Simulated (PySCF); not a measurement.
PySCF job for SnOF, SMILES [O]=[Sn][F], multiplicity 2, TDA-B3LYP/def2-SVPD. The structure is a stationary point at B3LYP-D3(BJ)/def2-TZVP. The def2 effective core potentials stand for the cores of Sn; spin–orbit coupling is left out.

```python
import numpy as np
from pyscf import gto, scf, dft, tdscf

mol = gto.M(
    atom='''
    Sn    0.33398755    0.03171863    0.00000000
    O    -1.07103509    1.46385369    0.00000000
    F    -0.90345522   -1.47741787    0.00000000
    ''',
    basis='def2-SVPD',
    ecp={'Sn': 'def2-svp'},
    charge=0,
    spin=1,
    max_memory=1600,
    verbose=4,
)
mf = dft.UKS(mol, xc='b3lyp').density_fit(auxbasis='def2-universal-jkfit')
mf.grids.level = 3
mf.conv_tol = 1e-9
mf.max_cycle = 100
mf.kernel()
fine, coarse = mf.grids, dft.Grids(mol).set(level=1).build(with_non0tab=True)
for _ in range(3):  # follow internal instabilities
    mf.grids = coarse
    mo, _, stable, _ = mf.stability(return_status=True, nroots=4)
    mf.grids = fine
    if stable:
        break
    mf.kernel(mf.make_rdm1(mo, mf.mo_occ))
mf.grids = dft.Grids(mol).set(level=1).build(with_non0tab=True)  # coarser grid for the response kernel
td = tdscf.TDA(mf)
td.nstates = 10
td.conv_tol = 1e-4
td.positive_eig_threshold = 1e-6
td.kernel(x0=td.get_init_guess(mf, 15))
td.analyze(verbose=3)
```

Output:

```
PySCF version 2.14.0

[INPUT] verbose = 4
[INPUT] num. atoms = 3
[INPUT] num. electrons = 39
[INPUT] charge = 0
[INPUT] spin (= nelec alpha-beta = 2S) = 1
[INPUT] symmetry False subgroup None
[INPUT] Mole.unit = angstrom
[INPUT] Symbol           X                Y                Z      unit          X                Y                Z       unit  Magmom
[INPUT]  1 Sn     0.333987550000   0.031718630000   0.000000000000 AA    0.631144998514   0.059939523746   0.000000000000 Bohr   0.0
[INPUT]  2 O     -1.071035090000   1.463853690000   0.000000000000 AA   -2.023962989899   2.766282560534   0.000000000000 Bohr   0.0
[INPUT]  3 F     -0.903455220000  -1.477417870000   0.000000000000 AA   -1.707282931609  -2.791915145838   0.000000000000 Bohr   0.0

nuclear repulsion = 113.042723494454
number of shells = 30
number of NR pGTOs = 133
number of NR cGTOs = 78
basis = def2-SVPD
ecp = {'Sn': 'def2-svp'}


[settings echo left out]
init E= -366.214947509198
  alpha nocc = 20  HOMO = -0.787012719066207  LUMO = -0.709411412962933
  beta  nocc = 19  HOMO = -0.810003672622462  LUMO = -0.787012719066209

WARN: HOMO -0.787012719066207 >= LUMO -0.787012719066209

cycle= 1 E= -388.16696860389  delta_E=  -22  |g|= 1.73  |ddm|=  6.7
  alpha nocc = 20  HOMO = -0.11369665746966  LUMO = -0.0130860516634002
  beta  nocc = 19  HOMO = -0.243642828304899  LUMO = -0.107958697111084
  HOMO = -0.11369665747  LUMO = -0.107958697111  gap/eV = 0.15614
cycle= 2 E= -387.152686693388  delta_E= 1.01  |g|= 2.18  |ddm|= 6.24
  alpha nocc = 20  HOMO = -0.173718323876726  LUMO = -0.0536976939961598
  beta  nocc = 19  HOMO = -0.163263601147386  LUMO = -0.0823300178486832
  HOMO = -0.163263601147  LUMO = -0.0823300178487  gap/eV = 2.20231
cycle= 3 E= -388.513294912252  delta_E= -1.36  |g|= 1.23  |ddm|= 2.45
  alpha nocc = 20  HOMO = -0.316677137464488  LUMO = -0.109006688809643
  beta  nocc = 19  HOMO = -0.310442640101687  LUMO = -0.278172385011693
  HOMO = -0.310442640102  LUMO = -0.278172385012  gap/eV = 0.87812
cycle= 4 E= -389.157661429024  delta_E= -0.644  |g|= 0.472  |ddm|= 1.33
  alpha nocc = 20  HOMO = -0.310572497412248  LUMO = -0.115570854282499
  beta  nocc = 19  HOMO = -0.289742675244459  LUMO = -0.205065373270816
  HOMO = -0.289742675244  LUMO = -0.205065373271  gap/eV = 2.30419
cycle= 5 E= -389.273959725452  delta_E= -0.116  |g|= 0.224  |ddm|= 0.689
  alpha nocc = 20  HOMO = -0.306982409871738  LUMO = -0.111761065896506
  beta  nocc = 19  HOMO = -0.289512002177525  LUMO = -0.186278072437791
  HOMO = -0.289512002178  LUMO = -0.186278072438  gap/eV = 2.80914
cycle= 6 E= -389.287812556203  delta_E= -0.0139  |g|= 0.137  |ddm|= 0.195
  alpha nocc = 20  HOMO = -0.309726180227074  LUMO = -0.109241746652735
  beta  nocc = 19  HOMO = -0.297364437256401  LUMO = -0.183553675084113
  HOMO = -0.297364437256  LUMO = -0.183553675084  gap/eV = 3.09695
cycle= 7 E= -389.29600746367  delta_E= -0.00819  |g|= 0.0281  |ddm|= 0.113
  alpha nocc = 20  HOMO = -0.310980624902708  LUMO = -0.110452777069138
  beta  nocc = 19  HOMO = -0.300727956775942  LUMO = -0.181005268193655
  HOMO = -0.300727956776  LUMO = -0.181005268194  gap/eV = 3.25782
cycle= 8 E= -389.296641102221  delta_E= -0.000634  |g|= 0.00633  |ddm|= 0.052
  alpha nocc = 20  HOMO = -0.310303885029807  LUMO = -0.109997218002956
  beta  nocc = 19  HOMO = -0.300550724648059  LUMO = -0.180657778646456
  HOMO = -0.300550724648  LUMO = -0.180657778646  gap/eV = 3.26245
cycle= 9 E= -389.296709063068  delta_E= -6.8e-05  |g|= 0.00254  |ddm|= 0.0175
  alpha nocc = 20  HOMO = -0.309918634828314  LUMO = -0.10983025983905
  beta  nocc = 19  HOMO = -0.300140729927849  LUMO = -0.180393822493073
  HOMO = -0.300140729928  LUMO = -0.180393822493  gap/eV = 3.25848
cycle= 10 E= -389.296749772226  delta_E= -4.07e-05  |g|= 0.00254  |ddm|= 0.0156
  alpha nocc = 20  HOMO = -0.309733614090241  LUMO = -0.109874540606462
  beta  nocc = 19  HOMO = -0.300086885858316  LUMO = -0.18046856664602
  HOMO = -0.300086885858  LUMO = -0.180468566646  gap/eV = 3.25498
cycle= 11 E= -389.296783157262  delta_E= -3.34e-05  |g|= 0.00162  |ddm|= 0.0167
  alpha nocc = 20  HOMO = -0.309319989051513  LUMO = -0.10974171333994
  beta  nocc = 19  HOMO = -0.299942310664625  LUMO = -0.18040724894799
  HOMO = -0.299942310665  LUMO = -0.180407248948  gap/eV = 3.25271
cycle= 12 E= -389.296805007171  delta_E= -2.18e-05  |g|= 0.000552  |ddm|= 0.0215
  alpha nocc = 20  HOMO = -0.309212234163006  LUMO = -0.109737490545747
  beta  nocc = 19  HOMO = -0.299810186217843  LUMO = -0.180512778134673
  HOMO = -0.299810186218  LUMO = -0.180512778135  gap/eV = 3.24625
cycle= 13 E= -389.296807238875  delta_E= -2.23e-06  |g|= 0.000129  |ddm|= 0.00651
  alpha nocc = 20  HOMO = -0.309174881755187  LUMO = -0.109741030475121
  beta  nocc = 19  HOMO = -0.299792222615361  LUMO = -0.180474749232232
  HOMO = -0.299792222615  LUMO = -0.180474749232  gap/eV = 3.24679
cycle= 14 E= -389.296807434411  delta_E= -1.96e-07  |g|= 7.2e-05  |ddm|= 0.00213
  alpha nocc = 20  HOMO = -0.309156492396479  LUMO = -0.10973374290872
  beta  nocc = 19  HOMO = -0.29978559858642  LUMO = -0.180475915329321
  HOMO = -0.299785598586  LUMO = -0.180475915329  gap/eV = 3.24658
cycle= 15 E= -389.296807451042  delta_E= -1.66e-08  |g|= 1.26e-05  |ddm|= 0.000794
  alpha nocc = 20  HOMO = -0.309158825789865  LUMO = -0.109734473961677
  beta  nocc = 19  HOMO = -0.299785899788617  LUMO = -0.180481536048312
  HOMO = -0.299785899789  LUMO = -0.180481536048  gap/eV = 3.24644
cycle= 16 E= -389.296807451194  delta_E= -1.51e-10  |g|= 7.11e-06  |ddm|= 5.02e-05
  alpha nocc = 20  HOMO = -0.30915728059869  LUMO = -0.109733715130982
  beta  nocc = 19  HOMO = -0.299784595435485  LUMO = -0.180479504931359
  HOMO = -0.299784595435  LUMO = -0.180479504931  gap/eV = 3.24646
Extra cycle  E= -389.296807451171  delta_E= 2.31e-11  |g|= 1.2e-05  |ddm|= 1.53e-05
converged SCF energy = -389.296807451171  <S^2> = 0.75673704  2S+1 = 2.0067257
tot grids = 18512
uhf_internal: lowest eigs of H = [0.02542943 0.04980513 0.21071288 0.26924707]
<class 'pyscf.df.df_jk.DFUKS'> wavefunction is stable in the internal stability analysis
tot grids = 18512
Overwritten attributes  positive_eig_threshold  of <class 'pyscf.tdscf.uks.TDA'>


******** <class 'pyscf.tdscf.uks.TDA'> for <class 'pyscf.df.df_jk.DFUKS'> ********
nstates = 10
deg_eia_thresh = 1.000e-03
wfnsym = None
conv_tol = 0.0001
eigh lindep = 1e-12
eigh level_shift = 0
eigh max_cycle = 100


Excitation energies (eV)
[0.62821984 0.90361312 3.44406656 3.89365727 4.29698033 4.57585807
 4.65735013 4.71984889 5.53530754 5.6898145 ]

** Excitation energies and oscillator strengths **
Excited State   1:      0.62822 eV   1973.58 nm  f=0.0000
Excited State   2:      0.90361 eV   1372.09 nm  f=0.0023
Excited State   3:      3.44407 eV    359.99 nm  f=0.0001
Excited State   4:      3.89366 eV    318.43 nm  f=0.0128
Excited State   5:      4.29698 eV    288.54 nm  f=0.0049
Excited State   6:      4.57586 eV    270.95 nm  f=0.0700
Excited State   7:      4.65735 eV    266.21 nm  f=0.0022
Excited State   8:      4.71985 eV    262.69 nm  f=0.0057
Excited State   9:      5.53531 eV    223.99 nm  f=0.0048
Excited State  10:      5.68981 eV    217.91 nm  f=0.0038
```

The run converged.

Cost: very roughly 21 core-seconds.
